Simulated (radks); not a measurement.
Task: Valence configurations of Pd I (all share [Kr]). Calculated with a radial shooting solver on a logarithmic mesh with Libxc functionals: Dirac Kohn-Sham, PBEsol, spin-unpolarised, spherical densities, point nucleus; open shells fill j = l - 1/2 first. Order these by energy: 4d9 5s0.5 5p0.5; 4d9 5s1; 4d9 5p1; 4d9.5 5s0.5; 4d8 5s2; 4d7 5s1 5p2; 4d10; 4d8 5p2; 4d9.5 5p0.5; 4d8 5s1 5p1.

Result: From the lowest, in eV above it: 4d10 0.000; 4d9.5 5s0.5 0.470; 4d9 5s1 1.325; 4d9.5 5p0.5 2.144; 4d9 5s0.5 5p0.5 3.140; 4d8 5s2 4.353; 4d9 5p1 5.025; 4d8 5s1 5p1 8.593; 4d8 5p2 13.051; 4d7 5s1 5p2 19.100. NIST lists [Kr] 4d10 as the ground configuration; this level of theory agrees among the configurations tried. The energies are those of spherical spin-averaged densities, not of single terms.
